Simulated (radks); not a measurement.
The mean radii <r> (bohr) of the occupied orbitals of an atom or ion are listed with their occupations. Calculated with a radial shooting solver on a logarithmic mesh with Libxc functionals: Dirac Kohn-Sham, BLYP, spin-unpolarised, spherical densities, finite nucleus; Fermi nuclear charge, rms radius of each element as measured or else 0.836 A^(1/3) + 0.57 fm.

orbital  occ.      <r>
1s1/2       2  0.04275
2s1/2       2   0.1886
2p1/2       2   0.1622
2p3/2       4   0.1660
3s1/2       2   0.5084
3p1/2       2   0.5005
3p3/2       4   0.5079
3d3/2       3   0.4720

Name the element and its charge. Open shells, if any, fill j = l - 1/2 first.

Answer. Z = 35, bromine, charge +14: Br14+ in [Ar] 3d3. The 1s radius gives Z: for a bare nucleus <r> = (2 gamma + 1)/(2Z) with gamma = sqrt(1 - (Z/c)^2), 0.04191 bohr for Z = 35, and screening makes it slightly larger (0.04275 here). The occupations add up to 21, and the charge is Z minus that.
